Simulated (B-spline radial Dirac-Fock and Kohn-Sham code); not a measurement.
K-line shifts caused by a second vacancy in La

System: the free lanthanum atom, [Xe] 5d2 6s1 (not the ground configuration).

Input file task.json (cfg lists n, l and occupation; rrms is the nuclear radius in fm):

```json
{"items": [{
  "Z": 57,
  "q": 0,
  "cfg": [[1, 0, 2], [2, 0, 2], [2, 1, 6], [3, 0, 2], [3, 1, 6], [3, 2, 10], [4, 0, 2], [4, 1, 6], [4, 2, 10], [5, 0, 2], [5, 1, 6], [5, 2, 2], [6, 0, 1]],
  "A": 139,
  "rrms": 4.855,
  "do": ["binding", "quiet", "double"]
}]}
```

Launch: `python xray_run.py task.json out`

Model: multi-electron Dirac-Fock with separately optimised hole states, Breit and Lamb-shift corrections added in first order. Program: a radial B-spline solver. Each two-hole energy is an average over J within one jj subconfiguration, not an observable level; in light atoms, where LS coupling holds, the j-resolved values are not observed lines, and for a K spectator the Kα1 hypersatellite is nearly forbidden. Correlation energy is missing from these numbers.

Lines without a spectator: Kα2 (K-L2) 33031.5 eV, Kα1 (K-L3) 33439.4 eV, Kβ3 (K-M2) 37714.6 eV, Kβ1 (K-M3) 37795.8 eV. Shifts in eV with one spectator hole (a dash: not computed, or left out as unreliable):

```
spectator hole    Kα2     Kα1     Kβ3     Kβ1
    L2 (2p1/2)  +78.2  +100.4       –  +206.8
    L3 (2p3/2)  +71.5   +73.3  +175.7       –
    M2 (3p1/2)      –  +12.68  +27.60   +33.3
    M3 (3p3/2)  +8.53       –  +26.89  +26.51
    M4 (3d3/2)  +1.85   -1.26       –       –
    M5 (3d5/2)  -2.00   +0.46       –       –
```

Q: Where does the K-L3 hypersatellite lie, emitted when both K electrons are missing?

A: +709.9 eV from the normal line, at 34149.3 eV. Removing both K electrons costs 78821.9 eV, which is 954.3 eV more than twice the K binding energy.

With n spectator holes in 2p, averaged over the 2p shell (energies in eV):

```tsv
n	KαLⁿ	step	hypersatellite KαʰLⁿ
0	33303.4	–	34003.7
1	33383.8	+80.4	34085.7
2	33465.5	+81.7	34169.0
3	33548.6	+83.1	34253.7
4	33633.1	+84.5	34339.8
5	33718.9	+85.8	34427.2
```
